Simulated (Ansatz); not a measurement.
Basis-set extrapolation for C₆H₁₁NSi, SMILES `C=C[Si](N)(C=C)C=C` (PBE0-D4/def2-TZVP geometry, frozen core, Ansatz). Multiplicity 1, RHF reference.

|  | def2-TZVPP | def2-QZVPP |
| --- | --- | --- |
| HF | -577.105528 | -577.127615 |
| MP2 correlation | -1.297632 | -1.383582 |
| CCSD(T) correlation | -1.427646 | not run |

Energies in hartree. Use E(X) = E(∞) + A·exp(−7.88·√X) for Hartree–Fock and E(X) = E(∞) + B·X^(−2.97) for correlation, with X = 3 and 4, and add CCSD(T) minus MP2 of the smaller set to the MP2 limit.

Question: What is the CCSD(T) energy at the basis-set limit?

Answer: HF limit: -577.127615 + (-0.022087) × 0.13774 = -577.13066. MP2 limit: -1.383582 + (-0.085950) × 0.74074 = -1.44725. Higher-order term: -1.427646 − (-1.297632) = -0.13001. Total: -578.70792 hartree, 458.8 kJ/mol below CCSD(T)/def2-TZVPP.
